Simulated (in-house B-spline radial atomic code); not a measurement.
# Excitations of Cl VI (Cl5+) by several methods

Full response, energies in eV; labels give the largest channel, * marks a mixed state, a dash one above the method's threshold, and an imaginary frequency an unstable closed-shell reference. Computed with a B-spline radial code for spherical atoms: linear response of the closed shell [Ne] 3s2 with each method's own kernel (bare exchange for TDHF, static screening on G0W0 levels for BSE, the adiabatic kernel for functionals); scalar-relativistic (spin-free one-electron X2C), finite nucleus, no spin-orbit coupling, no double excitations, S, P, D and F terms only.

| method | 3s → 3p 3P | 3s → 3p 1P | 3s → 3d 3D | α (bohr³) |
| --- | --- | --- | --- | --- |
| TDHF | 10.004 | 18.177 | 33.33 | 3.009 |
| BSE on G0W0@HF | 11.541 | 18.807 | 35.70 | 2.732 |
| LDA VWN5 | ? | ? | ? | ? |
| PBE | 11.634 | 18.517 | 32.26 | 2.826 |
| PBE0 | 11.377 | 18.386 | 32.65 | 2.884 |
| B3LYP (VWN-RPA) | 11.479 | 18.594 | 32.58 | 2.81 |
| CAM-B3LYP | ? | ? | ? | ? |
| LC-wPBE | 11.362 | 18.372 | 32.61 | 2.868 |
| wB97X | 12.049 | 18.603 | 33.42 | 2.813 |
| HSE06 | 11.549 | 18.504 | 32.71 | 2.848 |
| BHandHLYP | 11.061 | 18.466 | 32.92 | 2.873 |
| BLYP | 11.527 | 18.702 | 32.09 | 2.765 |
| PBEsol | 11.590 | 18.485 | 32.35 | 2.828 |
| BP86 | 11.664 | 18.554 | 32.28 | 2.813 |
| LDA exchange-only | 11.293 | 18.741 | 32.27 | 2.747 |
| B97-1 | 11.609 | 18.347 | 32.98 | 2.891 |
| RPBE | 11.292 | 18.321 | 31.93 | 2.892 |
| OLYP | 10.246 | 17.998 | 31.31 | 2.987 |

What does CAM-B3LYP give?

3s → 3p 3P: 11.494; 3s → 3p 1P: 18.613; 3s → 3d 3D: 32.80; α: 2.806 (eV, bohr³).

What does LDA VWN5 give?

3s → 3p 3P: 12.214; 3s → 3p 1P: 18.677; 3s → 3d 3D: 33.10; α: 2.753 (eV, bohr³).
